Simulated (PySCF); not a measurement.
Species: C₅H₄F₃O (doublet state).
Geometry (GFN2-xTB, Å), atoms numbered from 1 in this order:
```xyz
13
C5H4F3O angstrom
F      3.402    0.641   -0.220
C      2.302   -0.087   -0.283
F      2.594   -1.376   -0.374
C      1.055    0.370   -0.228
F      0.853    1.695   -0.122
C     -0.173   -0.479   -0.329
C     -1.402   -0.009    0.474
C     -2.033    0.080   -0.876
O     -0.875   -0.256   -1.562
H      0.100   -1.532   -0.218
H     -1.262    0.938    1.001
H     -1.823   -0.741    1.163
H     -2.745    0.757   -1.304
```

The hyperfine couplings belong to this conformer and change with its torsions.

Identity: `FC(F)=C(F)[C@H]1C[CH]O1` [radical].

Method used: UKS B3LYP, pcH-1 on C F H O, non-relativistic, mean-field spin-orbit, GIAO (PySCF 2.14.0). Geometry: GFN2-xTB, one conformer, isolated molecule. Couplings are sensitive to structure, and on GFN2-xTB geometries they can be far from those on DFT ones. Stability of the SCF solution: not tested.

Mulliken spin populations: F1 0.000, C2 +0.002, F3 0.000, C4 +0.005, F5 0.000, C6 -0.010, C7 -0.057, C8 +0.871, O9 +0.137, H10 +0.004, H11 +0.041, H12 +0.027, H13 -0.020.

Q: What dipolar couplings does the calculation give for H10, H11, H12?

A: 
```tsv
atom	position	distance from C8 (Å)	T1 (MHz)	T2	T3
H10	γ, 3 bonds from C8	2.75	-3.80	-2.91	6.71
H11	β, 2 bonds from C8	2.20	-4.32	-2.90	7.23
H12	β, 2 bonds from C8	2.21	-5.23	-4.56	9.79
```

Q: Estimate them with point dipoles: put each population ρk at its nucleus, leave out the nucleus itself and the atom bound to it, and sum T = Σ [ρk/(2S)]·C·(3 n nᵀ − 1)/r³ with C = μ0 gₑ μB g_N μN/(4π h) = 79.06 MHz Å³.

A: 
```tsv
atom	T1 (MHz)	T2	T3	T3, computed	difference in T3 (%)
H10	-4.28	-3.61	7.89	6.71	+18
H11	-6.97	-6.21	13.18	7.23	+82
H12	-7.12	-5.88	13.01	9.79	+33
```

In T3 the estimate is closest for H10 (+18 %, 2.75 Å from C8) and worst for H11 (+82 %, 2.20 Å).

Q: If all the spin sat on C8, T∥ = 2C/r³. What distance does the computed T3 of H10 then imply?

A: r = (2 × 79.06/6.71)^(1/3) = 2.87 Å, against 2.75 Å in the structure.
